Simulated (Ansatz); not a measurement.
Cost against result

Saddle point of BNH5O2F, singlet (BH₂O₂F ([OH][B]([OH])[F]) + NH₃ → BNH₄O₂ ([NH2][B]([OH])[OH]) + HF; bonds formed: F2–H5; dative contacts that become bonds: B1–N6; bonds broken: B1–F2, H5–N6), PBE0-D4/def2-TZVP structure:

B1  (-0.333, 0.258, -0.143)
F2  (0.871, -0.783, -1.242)
O3  (0.067, 1.538, -0.447)
O4  (-1.619, -0.148, -0.336)
H5  (0.937, -0.988, -0.043)
N6  (0.389, -0.561, 0.946)
H7  (0.980, 1.583, -0.736)
H8  (-2.050, 0.363, -1.025)
H9  (0.961, -0.040, 1.596)
H10  (-0.202, -1.223, 1.430)
(Å)

Barriers are electronic and count from the start structure reached by relaxing down the imaginary mode.

Program: Ansatz 0.2.0. Basis: as named in each row. Cores are frozen in the correlated methods. B3LYP uses VWN-RPA correlation. Extrapolation: Hartree–Fock as exp(−7.88 √X), correlation as X^−2.97.

Times are rough, for one single point on 4 threads of a shared host (Arm Neoverse N1).

The estimate by CCSD(T) at an estimated basis limit (MP2 extrapolated from triple and quadruple zeta, plus CCSD(T) − MP2 in triple zeta) is 32.47 kcal/mol.

| method | basis | time (s) | barrier (kcal/mol) | method less estimate |
| --- | --- | --- | --- | --- |
| HF | STO-3G | under 1 | 55.00 | 22.53 |
| PBE-D4 | STO-3G | under 1 | 13.93 | -18.54 |
| SPW92 | def2-SVP | under 1 | 22.24 | -10.22 |
| B3LYP-D4 | 6-31G | under 1 | 28.55 | -3.92 |
| PBE-D4 | def2-SVP | 1 | 24.30 | -8.16 |
| PBE0-D4 | def2-SVP | 1 | 28.68 | -3.78 |
| SPW92 | def2-TZVPP | 1 | 23.09 | -9.38 |
| BLYP-D4 | def2-TZVPP | 2 | 26.28 | -6.19 |
| PBE-D4 | def2-TZVPP | 2 | 25.24 | -7.23 |
| BHLYP-D4 | def2-TZVPP | 3 | 33.98 | 1.52 |
| B3LYP-D4 | def2-TZVPP | 3 | 29.46 | -3.00 |
| PBE0-D4 | def2-TZVPP | 3 | 29.39 | -3.08 |
| CAM-B3LYP-D4 | def2-TZVPP | 3 | 30.28 | -2.19 |
| wB97M-V | def2-SVP | 5 | 29.67 | -2.79 |
| r2SCAN-D4 | def2-TZVPP | 5 | 28.72 | -3.75 |
| r2SCAN0-D4 | def2-TZVPP | 6 | 31.44 | -1.02 |
| B2PLYP | def2-TZVPP | 6 | 30.76 | -1.71 |
| PBE-QIDH | def2-TZVPP | 6 | 32.16 | -0.31 |
| RPA on PBE | def2-TZVPP | 6 | 32.68 | 0.21 |
| CCSD(T) | def2-SVP | 7 | 32.87 | 0.40 |
| wB97X-V | def2-TZVPP | 8 | 31.04 | -1.43 |
| B97M-V | def2-TZVPP | 10 | 32.10 | -0.37 |
| wB97M-V | def2-TZVPP | 10 | 30.54 | -1.93 |
| MP2 | def2-QZVPP | 25 | 31.52 | -0.94 |
| CCSD(T) | def2-TZVPP | 190 | 33.00 | 0.53 |

All methods are single points on the PBE0-D4 structures.

T1 diagnostic: at most 0.013.

The step is the kind of exchange with an N–H group that builds nitride films in atomic layer and chemical vapour deposition.

Labels in which every atom is bracketed show which atoms are joined, not bond orders.
